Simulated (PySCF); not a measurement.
# Reading the logs of faulty runs: AlFH cation

These are calculations, not measurements. The program is PySCF 2.14.0, an open-source quantum chemistry code, run on an isolated molecule that a program drew, which may never have been made. The molecule is AlFH cation (charge +1, singlet), drawn as the SMILES string `[F][AlH+]`.

Each row is a Hartree-Fock (HF) and frozen-core CCSD(T) single point in the cc-pV(D+d)Z basis, meant for a local HF minimum. Run 1 is clean. Each other run has one planted mistake out of seven kinds, and not every kind appears here: one electron removed, one electron added, multiplicity raised by two, geometry at a saddle point, minimal basis STO-3G, one bond length entered in bohr, all coordinates scaled. The reference is restricted for singlets and unrestricted otherwise, and also for a bond in bohr. Adding or removing an electron swaps singlet and doublet. Electrons count all cores. HOMO and LUMO are orbital energies over both spins, the gradient is its largest component, and the lowest frequency (negative if imaginary) is given only where the gradient is small. Bond lengths are over the 2 bonds as drawn. T1 is the CCSD diagnostic: over 0.02 (restricted) or 0.045 (unrestricted) a single reference is doubtful.

Geometry of the clean run:
```xyz
3
AlFH cation, angstrom
F     0.3505    2.1912   -0.6441
Al   -0.7959    2.6126    0.3928
H    -1.8943    3.0164    1.3863
```

| run | electrons | basis functions | <S^2> | HOMO (eV) | LUMO (eV) | gradient (hartree/bohr) | lowest frequency (cm^-1) | mean bond (Å) | longest bond (Å) | T1 | HF (hartree) | CCSD(T) (hartree) | mistake |
|---|---|---|---|---|---|---|---|---|---|---|---|---|---|
| 1 | 22 | 42 | 0.000 | -21.50 | -5.54 | 4.2e-06 | 401 | 1.5687 | 1.602 | 0.0177 | -341.70110 | -341.95165 | no fault |
| 2 | 22 | 42 | 0.894 | -18.58 | -7.91 | 8.2e-03 | - | 2.2516 | 2.901 | 0.0671 | -341.61512 | -341.84690 | one bond length entered in bohr |
| 3 | 22 | 42 | 2.004 | -14.76 | -10.90 | 9.8e-02 | - | 1.5687 | 1.602 | 0.0308 | -341.47946 | -341.70844 | multiplicity raised by two |
| 4 | 22 | 42 | 0.000 | -22.05 | -5.08 | 1.1e-01 | - | 1.4322 | 1.463 | 0.0147 | -341.67684 | -341.92171 | all coordinates scaled |
| 5 | 23 | 42 | 0.760 | -6.15 | 0.72 | 3.0e-02 | - | 1.5687 | 1.602 | 0.0177 | -341.91563 | -342.17754 | ? |
| 6 | 22 | 15 | 0.000 | -19.24 | 0.05 | 2.2e-02 | - | 1.5687 | 1.602 | 0.0254 | -337.47523 | -337.54872 | ? |

**Which mistake was planted in run 5, and what did it cost?**

It counts 23 electrons, one more than the clean run, at the same geometry and basis. So the mistake is: one electron added. Subtracting run 1 and multiplying by 627.51 kcal/mol a hartree, the energy moved by -134.6 kcal/mol in HF and -141.7 kcal/mol in CCSD(T).

**Which mistake was planted in run 6, and what did it cost?**

It has 15 basis functions where the clean run has 42, with the same electrons and geometry. So the mistake is: minimal basis STO-3G. Subtracting run 1 and multiplying by 627.51 kcal/mol a hartree, the energy moved by 2651.8 kcal/mol in HF and 2762.9 kcal/mol in CCSD(T).

Cautions from the logs. Run 2: T1 is over the limit, so its CCSD(T) energy is less reliable; run 6: T1 is over the limit, so its CCSD(T) energy is less reliable.
